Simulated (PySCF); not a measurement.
C3H6O3, triplet, at a GFN2-xTB geometry of the parent state (a higher spin typed on purpose: for a closed-shell molecule this is an excited state); PySCF with HF/STO-3G.

Here is a job for PySCF.
```python
from pyscf import gto, scf

mol = gto.M(
    atom='''
C     2.32517331    0.09994214    0.05033470
O     1.10482066   -0.54437804    0.39359877
C    -0.00225252    0.06041020   -0.03827659
O    -0.04037348    1.07614926   -0.67209545
O    -1.06015611   -0.65053184    0.35332550
C    -2.32406787   -0.12639913   -0.03399431
H     2.33572923    1.12457047    0.42682949
H     3.11149818   -0.48764306    0.51637074
H     2.45383247    0.12126973   -1.03361495
H    -3.06483642   -0.80965771    0.37240314
H    -2.40104093   -0.07929089   -1.12196490
H    -2.46262854    0.87711717    0.37296294
''',
    basis='sto-3g',
    spin=2,
    verbose=4,
)

mf = scf.ROHF(mol)
mf.kernel()
mf.analyze()
```

Task: Predict the main parts of the log of this PySCF run.

Result: 
```
PySCF version 2.14.0

[INPUT] verbose = 4
[INPUT] num. atoms = 12
[INPUT] num. electrons = 48
[INPUT] charge = 0
[INPUT] spin (= nelec alpha-beta = 2S) = 2
[INPUT] symmetry False subgroup None
[INPUT] Mole.unit = angstrom
[INPUT] Symbol           X                Y                Z      unit          X                Y                Z       unit  Magmom
[...]
nuclear repulsion = 253.043171659719
number of shells = 24
number of NR pGTOs = 108
number of NR cGTOs = 36
basis = sto-3g
ecp = {}

******** <class 'pyscf.scf.rohf.ROHF'> ********
method = ROHF
initial guess = minao
damping factor = 0
level_shift factor = 0
DIIS = <class 'pyscf.scf.diis.CDIIS'>
diis_start_cycle = 1
diis_space = 8
diis_damp = 0
SCF conv_tol = 1e-09
SCF conv_tol_grad = None
SCF max_cycles = 50
direct_scf = True
direct_scf_tol = 1e-13
num. doubly occ = 23  num. singly occ = 2
Set gradient conv threshold to 3.16228e-05
init E= -338.64909182533
[...]
cycle= 1 E= -336.672329967435  delta_E= 1.98  |g|= 0.632  |ddm|= 3.28
[...]
cycle= 2 E= -336.876354876584  delta_E= -0.204  |g|= 0.661  |ddm|= 1.65
[...]
cycle= 3 E= -337.044065292893  delta_E= -0.168  |g|= 0.193  |ddm|= 0.574
[...]
cycle= 4 E= -337.064466766904  delta_E= -0.0204  |g|= 0.0944  |ddm|= 0.267
[...]
cycle= 5 E= -337.068775726791  delta_E= -0.00431  |g|= 0.0183  |ddm|= 0.154
[...]
cycle= 6 E= -337.069036669706  delta_E= -0.000261  |g|= 0.00419  |ddm|= 0.0368
[...]
cycle= 7 E= -337.069055374873  delta_E= -1.87e-05  |g|= 0.00121  |ddm|= 0.0106
[...]
cycle= 8 E= -337.069056876262  delta_E= -1.5e-06  |g|= 0.000397  |ddm|= 0.00348
[...]
cycle= 9 E= -337.069057021852  delta_E= -1.46e-07  |g|= 0.00013  |ddm|= 0.00117
[...]
cycle= 10 E= -337.06905704783  delta_E= -2.6e-08  |g|= 4.49e-05  |ddm|= 0.000434
[...]
cycle= 11 E= -337.069057049741  delta_E= -1.91e-09  |g|= 1.21e-05  |ddm|= 0.000101
[...]
cycle= 12 E= -337.069057049865  delta_E= -1.24e-10  |g|= 3.3e-06  |ddm|= 3.22e-05
[...]
Extra cycle  E= -337.069057049879  delta_E= -1.42e-11  |g|= 1.68e-06  |ddm|= 9.71e-06
converged SCF energy = -337.069057049879
**** SCF Summaries ****
Total Energy =                        -337.069057049879461
Nuclear Repulsion Energy =             253.043171659719093
One-electron Energy =                 -966.166395055849989
Two-electron Energy =                  376.054166346251463
Two-electron Coulomb Energy =          418.884274659139180
DFT Exchange-Correlation Energy =      -42.830108312887717
HOMO-LUMO gap [eV] =                    10.544516236448693
**** MO energy ****
                Roothaan           | alpha              | beta
[...]
 ** Mulliken pop on meta-lowdin orthogonal AOs  **
 ** Mulliken pop  **
[...]
 ** Mulliken atomic charges  **
charge of    0C =     -0.00047
charge of    1O =     -0.15095
charge of    2C =      0.07468
charge of    3O =     -0.01867
charge of    4O =     -0.15093
charge of    5C =     -0.00048
charge of    6H =      0.03573
charge of    7H =      0.05200
charge of    8H =      0.03568
charge of    9H =      0.05202
charge of   10H =      0.03570
charge of   11H =      0.03568
Dipole moment(X, Y, Z, Debye): -0.04865,  1.30827, -0.81218
```
